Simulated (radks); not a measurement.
Isoelectronic series with 18 electrons, all held in the configuration [Ar], which need not be the ground one along the series. All-electron calculation, scalar-relativistic Kohn-Sham, r2SCAN, spin-polarised, spherical densities, finite nucleus; meta-GGA in the generalised Kohn-Sham scheme; Fermi nuclear charge, rms radius of each element as measured or else 0.836 A^(1/3) + 0.57 fm. Program: a radial shooting solver on a logarithmic mesh with Libxc functionals. Total energies (hartree) and orbital eigenvalues (eV):

| ion | E (hartree) | 3p | 3s | 2p |
|---|---|---|---|---|
| Ar | -529.40910 | -10.7112 | -25.3981 | -233.2438 |
| K+ | -602.12192 | -25.4685 | -42.8234 | -290.0401 |
| Ca2+ | -679.86583 | -43.7651 | -63.8405 | -354.3403 |
| Sc3+ | -762.63921 | -65.4177 | -88.2542 | -425.9166 |
| Ti4+ | -850.44616 | -90.3315 | -115.9676 | -504.6502 |
| V5+ | -943.29425 | -118.4505 | -146.9260 | -590.4715 |
| Cr6+ | -1041.19326 | -149.7391 | -181.0968 | -683.3381 |
| Mn7+ | -1144.15490 | -184.1741 | -218.4610 | -783.2235 |
| Fe8+ | -1252.19243 | -221.7401 | -259.0076 | -890.1120 |
| Co9+ | -1365.32021 | -262.4270 | -302.7316 | -1003.995 |
| Ni10+ | -1483.55408 | -306.2283 | -349.6321 | -1124.870 |
| Cu11+ | -1606.91013 | -353.1403 | -399.7112 | -1252.736 |
| Zn12+ | -1735.40663 | -403.1614 | -452.9735 | -1387.598 |
| Ga13+ | -1869.06194 | -456.2915 | -509.4255 | -1529.463 |
| Ge14+ | -2007.89571 | -512.5319 | -569.0755 | -1678.338 |
| As15+ | -2151.92893 | -571.8849 | -631.9331 | -1834.233 |
| Se16+ | -2301.18269 | -634.3537 | -698.0093 | -1997.159 |
| Br17+ | -2455.67977 | -699.9422 | -767.3160 | -2167.130 |
| Kr18+ | -2615.44344 | -768.6551 | -839.8665 | -2344.160 |
| Rb19+ | -2780.49825 | -840.4975 | -915.6748 | -2528.263 |
